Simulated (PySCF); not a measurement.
## Radial density of Re⁺ (rhenium, charge +1)

UHF, [Xe] 4f14 5d5 6s1, high-spin 7S determinant. All numbers are calculated (PySCF 2.14, a scalar-relativistic core potential, in aug-cc-pwCVTZ-PP with ECP60MDF (8s8p7d4f3g, 122 functions)). This is the valence pseudo-density: the core potential removes the inner electrons and smooths the orbitals near the nucleus.

```json
{"r (bohr)": "0.138", "4πr²ρ (e/bohr)": "1.039e-05", "4πr²(ρα − ρβ)": "0.0000"}
{"r (bohr)": "0.232", "4πr²ρ (e/bohr)": "0.0005294", "4πr²(ρα − ρβ)": "0.0001"}
{"r (bohr)": "0.391", "4πr²ρ (e/bohr)": "0.06670", "4πr²(ρα − ρβ)": "0.0061"}
{"r (bohr)": "0.657", "4πr²ρ (e/bohr)": "3.752", "4πr²(ρα − ρβ)": "0.2962"}
{"r (bohr)": "1.11", "4πr²ρ (e/bohr)": "11.76", "4πr²(ρα − ρβ)": "2.6088"}
{"r (bohr)": "1.86", "4πr²ρ (e/bohr)": "4.526", "4πr²(ρα − ρβ)": "2.9686"}
{"r (bohr)": "3.13", "4πr²ρ (e/bohr)": "0.8800", "4πr²(ρα − ρβ)": "0.8612"}
{"r (bohr)": "5.26", "4πr²ρ (e/bohr)": "0.04727", "4πr²(ρα − ρβ)": "0.0473"}
{"r (bohr)": "8.85", "4πr²ρ (e/bohr)": "0.0001162", "4πr²(ρα − ρβ)": "0.0001"}
```

Energies and moments cover only the electrons outside the core potential. Spin-orbit coupling, which splits the p, d and f shells strongly at this Z, is absent.
